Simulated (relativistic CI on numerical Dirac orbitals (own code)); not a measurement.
## Au⁴⁺: 5p photoemission

Computed with this model: Dirac-Coulomb-Breit CI, orbitals from a KLI potential per configuration, model QED, valence Slater integrals scaled by 0.9, multiplet model of photoemission in the sudden approximation; configurations [Xe] 4f14 5d7 → [Kr] 4d10 4f14 5s2 5p5 5d7; 80 K; Lorentzian 2.1 eV and Gaussian 0.6 eV FWHM. Energies are those of the free ion, without screening or charge transfer. The energies are binding energies and can lie tens of eV above those of solids. S is read from ⟨S²⟩ = S(S + 1).

Computed curve for free ion, scaled to 100 at the maximum (points under 2 are left out and the grid is thinned):

```json
{"Energy (eV)": "103.0", "Intensity": "2.1"}
{"Energy (eV)": "103.8", "Intensity": "2.4"}
{"Energy (eV)": "104.6", "Intensity": "2.8"}
{"Energy (eV)": "105.2", "Intensity": "3.1"}
{"Energy (eV)": "106.0", "Intensity": "3.7"}
{"Energy (eV)": "106.8", "Intensity": "4.6"}
{"Energy (eV)": "107.6", "Intensity": "5.7"}
{"Energy (eV)": "108.4", "Intensity": "7.4"}
{"Energy (eV)": "109.2", "Intensity": "10.2"}
{"Energy (eV)": "109.8", "Intensity": "13.5"}
{"Energy (eV)": "110.6", "Intensity": "21.2"}
{"Energy (eV)": "111.4", "Intensity": "38.0"}
{"Energy (eV)": "112.2", "Intensity": "73.2"}
{"Energy (eV)": "113.0", "Intensity": "100.0"}
{"Energy (eV)": "113.8", "Intensity": "83.5"}
{"Energy (eV)": "114.4", "Intensity": "83.3"}
{"Energy (eV)": "115.2", "Intensity": "94.8"}
{"Energy (eV)": "116.0", "Intensity": "76.5"}
{"Energy (eV)": "116.8", "Intensity": "47.7"}
{"Energy (eV)": "117.6", "Intensity": "36.9"}
{"Energy (eV)": "118.4", "Intensity": "36.8"}
{"Energy (eV)": "119.0", "Intensity": "35.2"}
{"Energy (eV)": "119.8", "Intensity": "34.5"}
{"Energy (eV)": "120.6", "Intensity": "37.5"}
{"Energy (eV)": "121.4", "Intensity": "38.3"}
{"Energy (eV)": "122.2", "Intensity": "40.4"}
{"Energy (eV)": "123.0", "Intensity": "39.6"}
{"Energy (eV)": "123.6", "Intensity": "37.7"}
{"Energy (eV)": "124.4", "Intensity": "32.9"}
{"Energy (eV)": "125.2", "Intensity": "31.4"}
{"Energy (eV)": "126.0", "Intensity": "32.1"}
{"Energy (eV)": "126.8", "Intensity": "24.3"}
{"Energy (eV)": "127.6", "Intensity": "18.0"}
{"Energy (eV)": "128.2", "Intensity": "14.7"}
{"Energy (eV)": "129.0", "Intensity": "11.2"}
{"Energy (eV)": "129.8", "Intensity": "8.1"}
{"Energy (eV)": "130.6", "Intensity": "6.6"}
{"Energy (eV)": "131.4", "Intensity": "6.1"}
{"Energy (eV)": "132.2", "Intensity": "6.3"}
{"Energy (eV)": "132.8", "Intensity": "6.8"}
{"Energy (eV)": "133.6", "Intensity": "8.3"}
{"Energy (eV)": "134.4", "Intensity": "11.4"}
{"Energy (eV)": "135.2", "Intensity": "18.0"}
{"Energy (eV)": "136.0", "Intensity": "32.3"}
{"Energy (eV)": "136.8", "Intensity": "53.2"}
{"Energy (eV)": "137.4", "Intensity": "64.4"}
{"Energy (eV)": "138.2", "Intensity": "60.2"}
{"Energy (eV)": "139.0", "Intensity": "47.6"}
{"Energy (eV)": "139.8", "Intensity": "54.1"}
{"Energy (eV)": "140.6", "Intensity": "55.5"}
{"Energy (eV)": "141.4", "Intensity": "33.1"}
{"Energy (eV)": "142.0", "Intensity": "21.4"}
{"Energy (eV)": "142.8", "Intensity": "13.7"}
{"Energy (eV)": "143.6", "Intensity": "9.2"}
{"Energy (eV)": "144.4", "Intensity": "6.5"}
{"Energy (eV)": "145.2", "Intensity": "4.8"}
{"Energy (eV)": "146.0", "Intensity": "3.6"}
{"Energy (eV)": "146.6", "Intensity": "3.0"}
{"Energy (eV)": "147.4", "Intensity": "2.5"}
{"Energy (eV)": "148.2", "Intensity": "2.1"}
```

The ground state has S = 1.37, and the centroid lies at 123.95 eV.
